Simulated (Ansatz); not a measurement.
Ideal-gas functions of CH4N2OSi, SMILES `N#CN[SiH2]O` at 500 K and 1 bar, from an Ansatz frequency run at PBE0-D4/def2-TZVP.

Molar mass 88.14 g/mol, point group C1 (symmetry number 1), electronic degeneracy 1, moments of inertia 47.425, 232.055, 254.32 u Å². Harmonic wavenumbers (cm⁻¹, unscaled): 52, 155, 247, 308, 353, 500, 551, 608, 734, 822, 858, 909, 921, 960, 1159, 1364, 2267, 2295, 2369, 3601, 3919.

Use S(trans) = R[1.5 ln M + 2.5 ln T − 1.1517]; rotational temperatures θ = 24.2544 K / I; S(rot) = R[ln(√π/σ · √(T³/θAθBθC)) + 1.5]; for each mode x = 1.438777 ν̃/T, S = R[x/(eˣ − 1) − ln(1 − e⁻ˣ)] and H = RT x/(eˣ − 1); 1 cm⁻¹ = 0.0119627 kJ/mol; R = 8.31446 J/(mol·K).

Q: By hand: the entropy, in J/(mol·K).

A: Translation 175.5. Rotation: θ = 0.5114, 0.1045, 0.0954 K, giving 116.7. Vibration, mode by mode: 24.12, 15.10, 11.33, 9.59, 8.53, 5.97, 5.30, 4.65, 3.49, 2.86, 2.63, 2.35, 2.28, 2.09, 1.33, 0.82, 0.09, 0.09, 0.07, 0.00, 0.00, in all 102.7. Electronic 0.0. Sum 394.9 J/(mol·K).

Q: By hand: H − E and G − E in kJ/mol, counted from the electronic energy.

A: Zero-point energy ½ × 24952 × 0.0119627 = 149.2; thermal vibration 26.7; translation, rotation and pV give 4 RT = 16.6. H − E = 192.5 kJ/mol, and G − E = 192.5 − 500 × 394.9/1000 = -4.9 kJ/mol.

Vibration gives 26 % of the entropy, 24.1 J/(mol·K) of it from the mode under 150 cm⁻¹: soft modes count most, and the harmonic formula is weakest for them. The sum counts one conformer and one mirror image; others add a mixing term.
